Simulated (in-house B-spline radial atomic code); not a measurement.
# RPA and G0W0 on r2SCAN: V VI (V5+)

Configuration [Ne] 3s2 3p6, mean-field start r2SCAN. Computed with a B-spline radial code for spherical atoms: all electrons, scalar-relativistic (spin-free one-electron X2C), finite nucleus, each spin shell either full or empty, empty states to l = 9 with an (l + 1/2)⁻⁴ tail; G0W0 by contour deformation at full frequency.

Command:
```bash
python run_gw.py task.json out
```
Settings (radii: box in bohr, nucleus in fm):
```
Z                        23
electrons                18
configuration            [Ne] 3s2 3p6
hamiltonian              x2c
method                   r2scan
lmax                     9
rms_radius               3.6002
spin_polarised           False
box_radius               10.43
intervals                68
```

Run time, properties included: 2 s on 1 thread of Arm Neoverse N1 (shared host).

Energies (hartree):

| term | value |
| --- | --- |
| mean-field total | -943.14176 |
| Hartree-Fock functional on these orbitals | -942.35748 |
| direct second order | -1.3848 |
| second-order exchange | 0.46275 |
| SOSEX correction | 0.42242 |

Task: What is the RPA correlation energy, and what remains with SOSEX?

Result: RPA gives -1.2105 hartree (-1.83 eV per electron); RPA + SOSEX gives -0.78807, and the second-order doubles -0.9221 hartree (no singles). SOSEX takes back 35 % of the RPA value.

Quasi-particle levels (eV):

```json
{"level": "3p", "occupied": "yes", "mean field": "-118.42", "Σx - vxc": "-9.86", "Σc": "?", "QP weight": "?", "G0W0": "?"}
{"level": "3d", "occupied": "no", "mean field": "-74.73", "Σx - vxc": "12.20", "Σc": "-3.09", "QP weight": "0.967", "G0W0": "-65.62"}
```

G0W0 = mean field + (Σx - vxc) + Σc, with Σc (partial-wave tail included) taken at the quasi-particle energy. Only the outer levels were computed. Levels of low weight are left out.

Task: Where does G0W0 put 3p?

Result: At -128.55 eV, with Σc = -0.27 eV and a quasi-particle weight of 0.953. The tabulated removal energy is 128.125 ± 0.025 eV (NIST, measured); the calculation leaves out spin-orbit coupling, Breit and QED terms, and what these don't explain is the method's own error.
